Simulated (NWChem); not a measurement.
C$_{4}$H$_{7}$ cation

```xyz
11

C     -1.1552     0.8111     0.0014
C     -0.0004     0.0375    -0.0031
C      1.1754     0.7792     0.0030
C     -0.0176    -1.4603    -0.0061
H     -2.1526     0.3545     0.0336
H     -1.1088     1.9060    -0.0192
H      2.1601     0.2954     0.0364
H      1.1594     1.8750    -0.0177
H     -0.9558    -1.8527     0.4073
H      0.0773    -1.8341    -1.0384
H      0.8197    -1.8704     0.5748
```
Atoms are numbered in this order, from 1.

Computed with NWChem. Pople sets run with spherical d functions. STO-3G and 3-21G are far too small for this property and stand as cheap habits. Geometry: optimised at PBE0/def2-SVP. GIAO values for the isolated, static molecule; σ is the absolute isotropic shielding, δ = σ(reference) − σ with the isolated reference molecule computed at the same levels (13C: tetramethylsilane, 1H: tetramethylsilane).

| level | δ C1 (ppm) | δ C2 (ppm) | δ C4 (ppm) | δ H5 (ppm) | δ H7 (ppm) | δ H8 (ppm) | δ H9 (rotor mean) (ppm) |
|---|---|---|---|---|---|---|---|
| Hartree-Fock/STO-3G | … | … | … | … | … | … | … |
| PBE0/pcSseg-1 | 242.3 | 170.6 | 20.7 | 10.09 | 10.10 | 9.67 | 3.01 |
| KT2/pcSseg-1 | 220.9 | 161.6 | 21.4 | 9.60 | 9.61 | 9.14 | 2.98 |
| Hartree-Fock/6-31G* | 227.7 | 148.0 | 15.6 | 10.45 | 10.49 | 10.12 | 2.89 |

Problem. Fill in the missing entries.

Solution. 
- Hartree-Fock/STO-3G, δ C1 (ppm): 207.8
- Hartree-Fock/STO-3G, δ C2 (ppm): 138.5
- Hartree-Fock/STO-3G, δ C4 (ppm): 25.5
- Hartree-Fock/STO-3G, δ H5 (ppm): 11.81
- Hartree-Fock/STO-3G, δ H7 (ppm): 11.84
- Hartree-Fock/STO-3G, δ H8 (ppm): 11.66
- Hartree-Fock/STO-3G, δ H9 (rotor mean) (ppm): 3.12
